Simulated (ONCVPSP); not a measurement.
# Configuration tests for selenium (ONCV)

```
Element                 : Se (Z = 34)
Generator               : ONCVPSP 4.0.1
Type                    : optimised norm-conserving Vanderbilt (ONCV)
Functional              : revPBE
Relativity              : scalar-relativistic
Frozen core             : [Ar] 3d10
Valence charge          : 6
Reference configuration : 4s2 4p4
Partial waves           : 4s: rc 1.60 bohr, ncon 4, nbas 9, qcut 3.9 1/bohr, local; 4p: rc 1.95 bohr, ncon 4, nbas 7, qcut 4.4 1/bohr, 3 projectors, debl 3.7 Ha; d scattering state at 0.19 Ha: rc 1.75 bohr, ncon 4, nbas 7, qcut 6 1/bohr, 1 projector
Local potential         : the s channel
Core correction         : polynomial model core, fcfact 0.35
```

Energies are relative to the spin-unpolarised reference configuration 4s2 4p4; without spin polarisation the order of configurations can differ from experiment.

```tsv
valence configuration	charge	ΔE all-electron (eV)	error AE − PS (meV)
4s2 4p3	+1	10.806	-3.2
4s2 4p2	+2	31.107	-17
```

What are ΔE and the potential's error for 4s2 4p0?

ΔE = 103.970 eV all-electron; the error (AE − PS) is -159 meV.

What are ΔE and the potential's error for 4s2 4p1?

ΔE = 61.906 eV all-electron; the error (AE − PS) is -59 meV.

Levels in the configuration 4s2 4p0:

```json
{"level": "4s", "all-electron (eV)": "-61.555", "pseudo (eV)": "-61.754"}
```
